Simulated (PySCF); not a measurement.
**Telling isomers of C5H3NO apart by NMR**

A single conformation, no relativistic terms, equivalent nuclei averaged, in vacuum. PBE0-D3(BJ)/def2-SVP structure; shieldings: GIAO PBE0/pcSseg-1; J: B3LYP/pcJ-1 (spin–dipole term left out of most H,H and C,H couplings); PySCF 2.14.0 with density-fitted response routines.

Shifts are taken against calculated references (same method and geometry level): 1H (σref 31.27) and 13C (σref 184.41) vs TMS. Multiplet labels drop J under 1 Hz and among equivalent protons, and merge close values. Unscaled 3J(H,H) run several per cent high. Shifts are as computed. Against solution values, carbons near 30 ppm lie about +2 ppm off and those near 130 ppm about +5 ppm (rms about the fit 1.9 ppm; single classes can miss by 10 ppm). Of 1328 compounds with measured shifts, 309 miss one by over three times the rms of a fit or turn the order of signals round; such compounds aren't used in these exercises. Signals without a measured value on file couldn't be tested in this way; 1H shifts scatter by 0.2 ppm about their fit, and single ones miss by 0.5 ppm.

(1) Tabulate the signals of `N#Cc1ccco1`, `N#Cc1ccoc1` and their relative energies.

(2) What is the quickest way to tell N#Cc1ccco1 from N#Cc1ccoc1?

## Answers

(1) 
```json
{"SMILES": "N#Cc1ccco1", "carbon types": "2×C 3×CH", "δC": "150.8, 131.0, 128.5, 116.9, 116.4", "δH": "7.48 (d, 1H), 7.17 (d, 1H), 6.66 (dd, 1H)", "E rel. (kcal/mol)": "1.6"}
{"SMILES": "N#Cc1ccoc1", "carbon types": "2×C 3×CH", "δC": "154.4, 147.2, 119.3, 117.7, 104.4", "δH": "7.80 (d, 1H), 7.40 (dd, 1H), 6.76 (d, 1H)", "E rel. (kcal/mol)": "0.0"}
```

Energies are electronic energies at PBE0/pcSseg-1 on these geometries, without zero-point or thermal terms, each for the one conformer computed, which needn't be the lowest.

(2) Both give the same number of carbon signals, with the same numbers of each carbon type, so the positions decide. The first has a substituted aromatic carbon next to the ring oxygen (C) at 131.0 ppm, the second a substituted aromatic carbon (C) at 104.4 ppm. Their most deshielded carbons lie at 150.8 and 154.4 ppm.
